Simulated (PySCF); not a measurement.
# Mn (manganese, neutral) across methods

[Ar] 3d4 4s2 4p1, one real determinant (an excited configuration). Computed with PySCF 2.14 in x2c-QZVPPall with one added diffuse shell each of s, p, d, f, g type (12s8p6d5f3g, 128 functions), with scalar relativity by spin-free X2C-1e. The B2PLYP total includes its PT2 part (frozen core); its orbital energies are those of the SCF part.

```json
{"method": "PBE", "E (hartree)": "-1158.012", "mean ε 4s α (eV)": "-7.586", "mean ε 4s β (eV)": "-6.202", "mean ε 4p α (eV)": "-3.072", "Σ⟨r²⟩ (bohr²)": "48.54", "⟨S²⟩": "8.757"}
{"method": "BLYP", "E (hartree)": "-1158.314", "mean ε 4s α (eV)": "-7.367", "mean ε 4s β (eV)": "-6.279", "mean ε 4p α (eV)": "-2.801", "Σ⟨r²⟩ (bohr²)": "48.93", "⟨S²⟩": "8.756"}
{"method": "LDA", "E (hartree)": "-1155.813", "mean ε 4s α (eV)": "-7.764", "mean ε 4s β (eV)": "-6.406", "mean ε 4p α (eV)": "-3.067", "Σ⟨r²⟩ (bohr²)": "48.22", "⟨S²⟩": "8.756"}
{"method": "r2SCAN", "E (hartree)": "-1158.220", "mean ε 4s α (eV)": "-7.855", "mean ε 4s β (eV)": "-6.239", "mean ε 4p α (eV)": "-3.307", "Σ⟨r²⟩ (bohr²)": "48.31", "⟨S²⟩": "8.769"}
{"method": "UHF", "E (hartree)": "-1157.12198", "mean ε 4s α (eV)": "-10.740", "mean ε 4s β (eV)": "-8.198", "mean ε 4p α (eV)": "-5.463", "Σ⟨r²⟩ (bohr²)": "50.10", "⟨S²⟩": "8.839"}
{"method": "B2PLYP", "E (hartree)": "-1157.994", "mean ε 4s α (eV)": "-9.275", "mean ε 4s β (eV)": "-7.561", "mean ε 4p α (eV)": "-4.332", "Σ⟨r²⟩ (bohr²)": "49.09", "⟨S²⟩": "8.768"}
{"method": "r2SCANh", "E (hartree)": "-1158.214", "mean ε 4s α (eV)": "-8.206", "mean ε 4s β (eV)": "-6.533", "mean ε 4p α (eV)": "-3.579", "Σ⟨r²⟩ (bohr²)": "48.33", "⟨S²⟩": "8.769"}
```

Problem. Estimate the same row for PBE0.

Solution. E (hartree) = -1158.043; mean ε 4s α (eV) = -8.539; mean ε 4s β (eV) = -6.934; mean ε 4p α (eV) = -3.835; Σ⟨r²⟩ (bohr²) = 48.40; ⟨S²⟩ = 8.760.

⟨L²⟩ = 8.02 against 12 for a pure F term, so this real determinant mixes terms.
